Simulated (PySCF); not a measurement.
Pb²⁺ (lead, charge +2): UHF calculation

Configuration: [Xe] 4f14 5d9 6s2 7s1, high-spin 3D determinant (an excited configuration). All numbers are calculated (PySCF 2.14, the spin-free X2C one-electron Hamiltonian (Gaussian nucleus), in x2c-TZVPPall with one added diffuse shell each of s, p, d, f type (12s8p7d4f, 99 functions)).

| Property | Result |
| --- | --- |
| Total energy | -20878.007824 hartree |
| One-electron energy | -28490.0896 hartree |
| Hartree (Coulomb) energy | 8000.3380 hartree |
| Exchange energy | -388.2562 hartree |
| ⟨S²⟩ | 2.0012 |
| ⟨L²⟩ | 6.020 |
| Sum of ⟨r⟩ | 45.38 bohr |
| Sum of ⟨r²⟩ | 69.26 bohr² |
| Traceless quadrupole moment −½Σ⟨3z² − r²⟩ along its main axis | 0.289 e·bohr² |
| Langevin diamagnetic susceptibility | -54.9 ×10⁻⁶ cm³/mol |

| shell | electrons | mean orbital energy (hartree) | spread (hartree) | rms radius, mean of both spins (bohr) |
| --- | --- | --- | --- | --- |
| 1s α | 1 | -3253.15509 | 0 | 0.0181 |
| 1s β | 1 | -3253.15416 | 0 | 0.0181 |
| 2s α | 1 | -588.48641 | 0 | 0.0730 |
| 2s β | 1 | -588.47807 | 0 | 0.0730 |
| 2p α | 3 | -507.44007 | 0.00827 | 0.0674 |
| 2p β | 3 | -507.43185 | 0.00125 | 0.0674 |
| 3s α | 1 | -144.72477 | 0 | 0.186 |
| 3s β | 1 | -144.72059 | 0 | 0.186 |
| 3p α | 3 | -121.01779 | 0.01520 | 0.189 |
| 3p β | 3 | -121.01376 | 0.01118 | 0.189 |
| 3d α | 5 | -95.55089 | 0.01672 | 0.173 |
| 3d β | 5 | -95.54312 | 0.01968 | 0.173 |
| 4s α | 1 | -35.00238 | 0 | 0.408 |
| 4s β | 1 | -34.99009 | 0 | 0.408 |
| 4p α | 3 | -27.06371 | 0.03219 | 0.435 |
| 4p β | 3 | -27.05243 | 0.02013 | 0.435 |
| 4d α | 5 | -17.43764 | 0.03920 | 0.462 |
| 4d β | 5 | -17.42172 | 0.03866 | 0.462 |
| 5s α | 1 | -7.16725 | 0 | 0.911 |
| 5s β | 1 | -7.09406 | 0 | 0.911 |
| 4f α | 7 | -6.85695 | 0.03559 | 0.494 |
| 4f β | 7 | -6.84664 | 0.02229 | 0.494 |
| 5p α | 3 | -4.85570 | 0.06918 | 1.04 |
| 5p β | 3 | -4.75909 | 0.04411 | 1.04 |
| 5d α | 5 | -2.04704 | 0.08090 | 1.34 |
| 5d β | 4 | -1.99846 | 0.05991 | 1.34 |
| 6s α | 1 | -1.34090 | 0 | 2.23 |
| 6s β | 1 | -1.30793 | 0 | 2.23 |
| 7s α | 1 | -0.48013 | 0 | 5.23 |

Spin-orbit coupling, absent here, splits the open shell strongly. The outer electron is Rydberg-like, and this basis confines it to a smaller radius and binds it less than a complete one would.

Densities and radii are taken from the X2C orbitals without a picture-change correction, which distorts them close to the nucleus.

Spin-orbit constants ζ (cm⁻¹) from the X2C one-electron operator on these orbitals: bare nucleus, nucleus screened by l(l+1)(2l+1)/3 electrons, and screened by the Breit-Pauli mean field of the electrons.

```tsv
shell	bare	screened nucleus	mean field
2p	10790000	10530000	n/a
3p	2439000	2380000	n/a
3d	375200	329400	n/a
4p	588500	574200	n/a
4d	81870	71880	n/a
4f	17210	11330	n/a
5p	103400	100800	n/a
5d	9855	8653	n/a
```

To first order the Landé constant is A = -4326 cm⁻¹, so the lowest level has J = 3 and lies 1.07 eV below the centre of the term. This holds in LS coupling only.
